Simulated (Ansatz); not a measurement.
Basis-set series for `CC(C)(Br)CBr`. The species carries charge 0 and has multiplicity 1. The geometry is a stationary point of PBE0-D4/def2-TZVP. It is one conformer, not always the lowest.

```tsv
functional	basis	functions	energy (Eh)	HOMO (eV)	LUMO (eV)
PBE0-D4	def2-SVP	160	-5304.05609	-7.90	-0.56
PBE0-D4	def2-QZVPP	646	-5304.96465	-8.05	-0.81
ωB97M-V	def2-SVP	160	-5304.45126	-10.12	1.60
ωB97M-V	def2-QZVPP	646	-5305.36436	-10.28	1.18
```

(1) Give the rows for def2-TZVPP. (An estimate is asked.)

Results:

(1) Computed: 
| functional | basis | functions | energy (Eh) | HOMO (eV) | LUMO (eV) |
| --- | --- | --- | --- | --- | --- |
| PBE0-D4 | def2-TZVPP | 332 | -5304.85087 | -8.03 | -0.75 |
| ωB97M-V | def2-TZVPP | 332 | -5305.25433 | -10.27 | 1.32 |

Positive LUMOs are unbound and depend on the basis. Scalar relativity is left out up to krypton.
